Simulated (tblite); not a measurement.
C2H7B3F3N.
SMILES with atom numbers: `[BH2:1][N:2]([CH2:3][BH:4][F:5])[CH2:6][B:7]([F:8])[F:9]` (hydrogens: H10, H11 on B1; H12, H13 on C3; H14 on B4; H15, H16 on C6)

Computed with GFN2-xTB (tblite), gas phase: L-BFGS steps from a force-field or distance-geometry start until the largest atomic force falls under 0.01 eV/Å.

Step 0: E = -781.9830 eV
```
atom  x, y, z in Å  |  force x, y, z in eV/Å
B1     -0.0232    1.3886    1.0573   -0.702   0.144  -0.812
N2     -0.0706    0.7570   -0.2868    0.164   2.241   1.660
C3     -1.2392    0.0910   -0.6824   -2.228  -1.844   0.563
B4     -1.5266   -1.0688    0.3695   -2.413  -2.553  -0.699
F5     -2.0195   -2.3725   -0.0444    1.384   3.009   1.008
C6      1.1527    0.3289   -0.8398    2.794   0.721   0.718
B7      1.7964   -0.7453    0.1606    2.098  -2.383  -1.065
F8      1.2798   -2.0966   -0.0071    1.420   3.027   1.187
F9      3.1390   -0.5542    0.6931   -3.494  -0.812  -0.786
H10    -0.4947    0.8083    1.9832    0.063   0.555  -0.304
H11     0.1740    2.5634    1.1187    0.676  -0.667   0.028
H12    -2.1204    0.7747   -0.5898    0.535  -0.143  -0.220
H13    -1.2549   -0.2963   -1.6982    0.498   0.321  -0.282
H14    -1.7551   -0.7074    1.4730    0.234  -0.925  -0.251
H15     1.8570    1.2202   -0.8878   -0.609  -0.614  -0.116
H16     1.0975   -0.0822   -1.8303   -0.419  -0.077  -0.630
```

Question: Estimate the geometry and energy of step 1. (The exact step hangs on the optimiser's Hessian estimate; all steps are aligned on step 0, rigid shifts and turns removed.)

Answer: E = -782.9797 eV, largest force 2.529 eV/Å
```
atom  x, y, z in Å  |  force x, y, z in eV/Å
B1     -0.0332    1.3907    1.0456   -0.627   0.429  -0.049
N2     -0.0683    0.7890   -0.2631   -0.191   0.304  -0.157
C3     -1.2710    0.0647   -0.6744   -0.230  -0.875   0.685
B4     -1.5610   -1.1052    0.3595   -1.645  -0.810  -0.116
F5     -1.9997   -2.3295   -0.0300    0.760   1.375   0.517
C6      1.1927    0.3392   -0.8295    0.574  -0.026   0.413
B7      1.8264   -0.7793    0.1454    1.252  -1.010  -1.260
F8      1.3001   -2.0534    0.0098    1.159   1.889   1.016
F9      3.0891   -0.5657    0.6818   -2.342  -0.875  -0.380
H10    -0.4938    0.8163    1.9789   -0.063   0.489  -0.239
H11     0.1836    2.5539    1.1192    0.730  -0.454   0.081
H12    -2.1127    0.7727   -0.5930    0.196  -0.080  -0.134
H13    -1.2478   -0.2918   -1.7023    0.437   0.293  -0.164
H14    -1.7517   -0.7206    1.4694    0.187  -0.957  -0.235
H15     1.8483    1.2114   -0.8895    0.091   0.072  -0.093
H16     1.0915   -0.0833   -1.8393   -0.289   0.236   0.114
```

The energy changes by -0.9967 eV. The first-order estimate −F·Δx gives -1.3283 eV and the mean of the old and new forces, exact on a quadratic surface, -0.9772 eV. The step makes an angle of 0° with the force vector and moves no atom by more than 0.052 Å.

What follows is the cost of the whole relaxation. The run took 1.5 s on one thread of an Arm Neoverse N1, on a shared host.
